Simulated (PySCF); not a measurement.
Electronic structure of Au³⁺ (gold, charge +3) at the B2PLYP level

Configuration: [Xe] 4f14 5d8, high-spin 3F determinant. All numbers are calculated (PySCF 2.14, the spin-free X2C one-electron Hamiltonian (Gaussian nucleus), in x2c-TZVPPall with one added diffuse shell each of s, p, d, f type (12s8p8d4f1g, 113 functions)).

- Total energy, PT2 part included: -19010.91 hartree
- One-electron energy: -25960.30 hartree
- Hartree (Coulomb) energy: 7316.80 hartree
- Exchange-correlation energy: -367.35 hartree
- PT2 correlation before scaling by 0.27: -0.20760 hartree
- ⟨S²⟩: 2.0015
- ⟨L²⟩: 12.016
- Sum of ⟨r⟩: 38.34 bohr
- Sum of ⟨r²⟩: 37.53 bohr²
- Langevin diamagnetic susceptibility: -29.7 ×10⁻⁶ cm³/mol
- Time after the integrals: about 6 core-seconds

```tsv
shell	electrons	mean orbital energy (eV)	spread (eV)	rms radius, mean of both spins (bohr)
1s β	1	-80880.4	0	0.0190
1s α	1	-80880.4	0	0.0190
2s α	1	-14381.1	0	0.0768
2s β	1	-14380.8	0	0.0768
2p α	3	-12491.6	0	0.0705
2p β	3	-12491.4	0	0.0705
3s α	1	-3459.8	0	0.196
3s β	1	-3459.7	0	0.196
3p α	3	-2904.3	0	0.199
3p β	3	-2904.2	0	0.199
3d α	5	-2284.0	0.127	0.181
3d β	5	-2283.8	0.226	0.181
4s α	1	-799.38	0	0.432
4s β	1	-799.09	0	0.432
4p α	3	-614.56	0	0.461
4p β	3	-614.27	0	0.461
4d α	5	-384.29	0.334	0.492
4d β	5	-383.87	0.388	0.492
5s α	1	-155.90	0	0.987
5s β	1	-153.76	0	0.987
4f α	7	-130.19	0.440	0.547
4f β	7	-129.85	0.018	0.547
5p α	3	-105.29	0	1.13
5p β	3	-102.36	0	1.13
5d α	5	-45.078	1.014	1.54
5d β	3	-43.609	0	1.54
```

Spin-orbit coupling, absent here, splits the open shell strongly.

Densities and radii are taken from the X2C orbitals without a picture-change correction, which distorts them close to the nucleus.

The orbital energies are those of the SCF part of the double hybrid.
